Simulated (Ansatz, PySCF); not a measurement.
System: C3Si, charge 0, multiplicity 1. 
Geometry from a B3LYP-D3(BJ)/def2-TZVP (Ansatz, a quantum-chemistry and plane-wave program) optimisation:
```xyz
4

Si    -1.1780     0.0195     0.0025
C      0.5192     0.7250     0.0011
C      0.4949    -0.7417    -0.0032
C      1.7345    -0.0287    -0.0036
```

Total electronic energies in hartree. Valence correlation only, unless marked. No spin-orbit coupling. No relativistic terms. Basis-set limits of correlation are two-point, X^-3; Hartree-Fock from the larger set.

The Hartree-Fock reference is unstable (checked in the largest basis), which strains HF and MP2. 

| level | program | energy (Eh) |
|---|---|---|
| HF/cc-pV(T+d)Z | Ansatz | -402.35225 |
| PBE-D4/def2-TZVPD | Ansatz + dftd4 | -403.32322 |
| BP86-D3(BJ)/def2-TZVPD | PySCF + dftd3 | -403.63911 |
| r2SCAN-D4/def2-TZVPD | Ansatz + dftd4 | -403.51128 |
| PBE0-D4/def2-TZVPD | Ansatz + dftd4 | -403.34851 |
| r2SCANh/def2-TZVPD | Ansatz | -403.50178 |
| PW6B95-D3(BJ)/def2-TZVPD | PySCF + dftd3 | -404.02872 |
| PW6B95-D4/def2-TZVPD | PySCF + dftd4 | -404.03037 |
| PW6B95/def2-TZVPD | PySCF | -404.02655 |
| MN15/def2-TZVPD | PySCF | -403.36616 |
| CAM-B3LYP-D4/def2-TZVPD | Ansatz + dftd4 | -403.54755 |
| B2PLYP/def2-TZVPD | Ansatz | -403.39472 |
| PBE-QIDH/def2-TZVPD | Ansatz | -403.23246 |
| MP2/STO-3G | Ansatz | -397.73306 |
| MP2/6-31G* | Ansatz | -402.71645 |
| MP2/aug-cc-pV(D+d)Z | Ansatz | -402.76102 |
| MP2/aug-cc-pV(T+d)Z | Ansatz | -402.87348 |
| MP2/cc-pV(T+d)Z | Ansatz | -402.86427 |
| MP2/cc-pVTZ | Ansatz | -402.86188 |
| MP2/cc-pV(Q+d)Z | Ansatz | -402.90674 |
| SCS-MP2/aug-cc-pV(D+d)Z | Ansatz | -402.74831 |
| CCSD/aug-cc-pV(D+d)Z | Ansatz | -402.78313 |
| CCSD(T)/CBS(cc-pV(T+d)Z,cc-pV(Q+d)Z) | Ansatz | -402.9726 |

Totals of different functionals don't rank their quality; only differences between species are comparable.
